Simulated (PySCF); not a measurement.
## Name the molecule from its bond curve

A diatomic of charge 0 contains Cd. Its triplet curve at PBE0 in a double-zeta basis (scalar-relativistic core potentials, PySCF), in eV from the separated fragments:

(R (Å), E (eV)): (1.807, -0.228), (1.891, -0.614), (1.975, -0.811), (2.038, -0.874), (2.101, -0.888), (2.164, -0.868), (2.248, -0.810), (2.353, -0.710), (2.479, -0.584), (2.647, -0.433)

The fit gives ωe = 415 cm⁻¹ and the rotational constant Bₑ = 0.2747 cm⁻¹.

Q: Which atom is the partner?

A: The minimum lies at 2.092 Å, so the reduced mass is 16.8576 u Å² cm⁻¹/(Bₑ·Re²) = 14.02 u. With Cd at 113.90 u the partner weighs about 16.0 u: O. The molecule is CdO.

Spin–orbit coupling is left out. The state was picked by a PBE0 search and need not be the measured ground state.
